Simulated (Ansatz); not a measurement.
Method: PBE0-D3(BJ)/def2-TZVP in Ansatz (a first-principles code). No frequencies were computed at this level.

Ansatz 0.2 input:
```yaml
crystal:
  periodic: [false, false, false]
  atoms:
    - { symbol: F, position_ang: [-0.635995, 1.108105, 0.000045] }
    - { symbol: B, position_ang: [0.05507, -0.000146, -0.000093] }
    - { symbol: F, position_ang: [-0.641736, -1.104787, -0.000246] }
    - { symbol: H, position_ang: [1.222662, -0.003171, 0.000294] }
basis:
  gaussian: { orbitals: def2-tzvp }
hamiltonian:
  xc: pbe0
  dispersion: d3bj
relax:
  max_steps: 150
```

Output:

```
Functional definition: PBE0
525 factors; their error is unknown
mean field evaluation 1: about -6124.1446 eV, gradient 3.6e1 eV
mean field evaluation 2: about -6122.7823 eV, gradient 4.9e1 eV
mean field evaluation 4: about -6125.8032 eV, gradient 5.0e-1 eV
mean field evaluation 8: about -6125.8268 eV, gradient 2.5e-3 eV
mean field -6125.82678076 eV, -225.1199819585 hartree, gradient 2.6e-5 eV, S^2 0.000000; 0 other end points of the search recorded, 0 dependent functions left out
reference -6125.82680447 eV, -225.1199828297 hartree; 12, 12 occupied and 87, 87 virtual orbitals, 525 factors
relax step   1: F+E_penalty+E_count = -6125.84958816 eV  Δ(F+E_penalty+E_count) = +0.000e0 eV  max|allowed force component| = 5.996e-1 eV/Å  Δτ_max = 0.0000 Å  (22 SCF iters, accepted)
these checks for a lower state are left out or cut short: starts, cluster_reference, orbital_swaps, neighbouring_geometries, increment
525 factors; their error is unknown
mean field evaluation 16: about -6125.8408 eV, gradient 1.5e-1 eV
mean field -6125.84086202 eV, -225.1204994353 hartree, gradient 1.1e-5 eV, S^2 0.000000; 0 other end points of the search recorded, 0 dependent functions left out
reference -6125.84088579 eV, -225.1205003087 hartree; 12, 12 occupied and 87, 87 virtual orbitals, 525 factors
relax step   2: F+E_penalty+E_count = -6125.86365732 eV  Δ(F+E_penalty+E_count) = -1.407e-2 eV  max|allowed force component| = 2.544e-1 eV/Å  Δτ_max = 0.0106 Å  (26 SCF iters, accepted)
these checks for a lower state are left out or cut short: starts, cluster_reference, orbital_swaps, neighbouring_geometries, increment
525 factors; their error is unknown
mean field -6125.84302199 eV, -225.1205788127 hartree, gradient 1.1e-5 eV, S^2 0.000000; 0 other end points of the search recorded, 0 dependent functions left out
reference -6125.84304579 eV, -225.1205796871 hartree; 12, 12 occupied and 87, 87 virtual orbitals, 525 factors
relax step   3: F+E_penalty+E_count = -6125.86581599 eV  Δ(F+E_penalty+E_count) = -2.159e-3 eV  max|allowed force component| = 1.473e-1 eV/Å  Δτ_max = 0.0056 Å  (25 SCF iters, accepted)
these checks for a lower state are left out or cut short: starts, cluster_reference, orbital_swaps, neighbouring_geometries, increment
525 factors; their error is unknown
mean field evaluation 32: about -6125.8437 eV, gradient 1.2e-3 eV
mean field -6125.84365421 eV, -225.1206020464 hartree, gradient 1.1e-5 eV, S^2 0.000000; 0 other end points of the search recorded, 0 dependent functions left out
reference -6125.84367800 eV, -225.1206029205 hartree; 12, 12 occupied and 87, 87 virtual orbitals, 525 factors
relax step   4: F+E_penalty+E_count = -6125.86644200 eV  Δ(F+E_penalty+E_count) = -6.260e-4 eV  max|allowed force component| = 8.834e-2 eV/Å  Δτ_max = 0.0060 Å  (26 SCF iters, accepted)
these checks for a lower state are left out or cut short: starts, cluster_reference, orbital_swaps, neighbouring_geometries, increment
525 factors; their error is unknown
mean field -6125.84376891 eV, -225.1206062615 hartree, gradient 1.1e-5 eV, S^2 0.000000; 0 other end points of the search recorded, 0 dependent functions left out
reference -6125.84379271 eV, -225.1206071361 hartree; 12, 12 occupied and 87, 87 virtual orbitals, 525 factors
relax step   5: F+E_penalty+E_count = -6125.86655829 eV  Δ(F+E_penalty+E_count) = -1.163e-4 eV  max|allowed force component| = 1.440e-2 eV/Å  Δτ_max = 0.0016 Å  (21 SCF iters, accepted)
these checks for a lower state are left out or cut short: starts, cluster_reference, orbital_swaps, neighbouring_geometries, increment
525 factors; their error is unknown
mean field -6125.84377687 eV, -225.1206065538 hartree, gradient 6.7e-5 eV, S^2 0.000000; 0 other end points of the search recorded, 0 dependent functions left out
reference -6125.84380067 eV, -225.1206074284 hartree; 12, 12 occupied and 87, 87 virtual orbitals, 525 factors
relax step   6: F+E_penalty+E_count = -6125.86656620 eV  Δ(F+E_penalty+E_count) = -7.918e-6 eV  max|allowed force component| = 2.153e-4 eV/Å  Δτ_max = 0.0008 Å  (17 SCF iters, accepted)
525 factors; their error is unknown
mean field -6125.84377687 eV, -225.1206065538 hartree, gradient 6.7e-5 eV, S^2 0.000000; 1 other end points of the search recorded, 0 dependent functions left out
reference -6125.84380067 eV, -225.1206074284 hartree; 12, 12 occupied and 87, 87 virtual orbitals, 525 factors
Total energy: -6125.86659000 eV, -225.1214449211 hartree
Atom 0 at    -0.632670     1.127730     0.000186 Å, force    -0.000138     0.000131    -0.000015 eV/Å
Atom 1 at     0.040066    -0.000104    -0.000006 Å, force     0.000060    -0.000000     0.000054 eV/Å
Atom 2 at    -0.638514    -1.124432    -0.000110 Å, force    -0.000138    -0.000129    -0.000015 eV/Å
Atom 3 at     1.231119    -0.003194    -0.000070 Å, force     0.000215    -0.000001    -0.000025 eV/Å
Dipole moment:     0.184998    -0.000480    -0.000014 e Å
```

Cost: very roughly 9 core-seconds.
